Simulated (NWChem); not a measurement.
Species: PbN2H4, singlet; SMILES [NH2][Pb][NH2]

```xyz
7

Pb     0.0000     0.0000     0.2804
N     -1.5500     0.0000    -1.1911
H     -2.5388     0.0000    -0.9635
H     -1.4110     0.0000    -2.1969
N      1.5500     0.0000    -1.1911
H      1.4110     0.0000    -2.1969
H      2.5388     0.0000    -0.9635
```
Atoms are numbered in this order, from 1.

Results from NWChem. Low-valent species are run as closed-shell singlets; no triplet was tried in these runs. All runs use the structure optimised with PBE0/def2-SVP. Not confirmed as a minimum by frequencies. def2 effective core potentials on Pb; no spin-orbit coupling. Ions are spin-unrestricted doublets at the neutral geometry; other ion states weren't tried.

For level CAM-B3LYP/def2-SVP:

```yaml
vertical ionisation energy, ΔSCF (eV): 8.05
"−ε(HOMO) (eV)": 7.27
```

### Question
What are these values for level PBE/def2-SVP?

### Answer
- vertical ionisation energy, ΔSCF (eV) = 7.69
- −ε(HOMO) (eV) = 4.60
